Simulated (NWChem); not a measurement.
Molecule: CH4F2OSi; SMILES O[SiH2]C(F)F

```xyz
9

O      0.4468     2.0812     0.2219
Si    -0.5798     0.8383    -0.1868
C      0.1067    -0.8486     0.4137
F     -0.7685    -1.8370     0.0179
F      1.3184    -1.0770    -0.2133
H      1.3059     2.0984    -0.2230
H     -0.7655     0.6893    -1.6543
H     -1.8612     1.1133     0.5017
H      0.2742    -0.9686     1.4917
```
Atoms are numbered in this order, from 1.

All runs: NWChem. Structure relaxed at the B3LYP/6-31G* (spherical d) level. B3LYP is NWChem's, with the RPA form of VWN correlation.

Problem. Order these by “highest occupied level (eV)”, lowest first: CAM-B3LYP/def2-TZVP; PBE/def2-TZVP; B3LYP/def2-TZVP; TPSSh/def2-TZVP.

Solution. CAM-B3LYP/def2-TZVP (-10.01), B3LYP/def2-TZVP (-8.32), TPSSh/def2-TZVP (-7.70), PBE/def2-TZVP (-6.92)
